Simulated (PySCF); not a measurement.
Computed shifts of a molecule C₂H₆ClFSi, PBE/pcSseg-1 run with PySCF, GIAO, gas phase, atoms alike by connectivity averaged where their shifts nearly agree, in ppm (number of nuclei): ¹⁹F: -150.9 (1). ¹³C: 121.0 (1), 28.5 (1). ²⁹Si: -77.8 (1). ¹H: 7.31 (1), 4.53 (3), 2.14 (1), 2.02 (1). References: ¹⁹F against CFCl3 (σ = 133.6 ppm); ¹³C against TMS (σ = 182.0 ppm); ³⁵Cl against HCl (σ = 936.5 ppm); ²⁹Si against TMS (σ = 335.4 ppm); ¹H against TMS (σ = 31.49 ppm), references at their B3LYP-D3(BJ)/def2-TZVP geometries, non-relativistic (without spin–orbit terms, shifts of atoms bonded to Cl or Br come out too high). Coordinates come from a PBE-D3(BJ)/def2-SVP optimisation. One conformer was computed; it need not be the lowest.

Q: Which structure fits?
A) CC[Si@@H](F)Cl
B) F[C@H]([SiH3])CCl
C) C[Si](C)(F)Cl
D) F[C@@H](Cl)C[SiH3]

A: D, F[C@@H](Cl)C[SiH3]
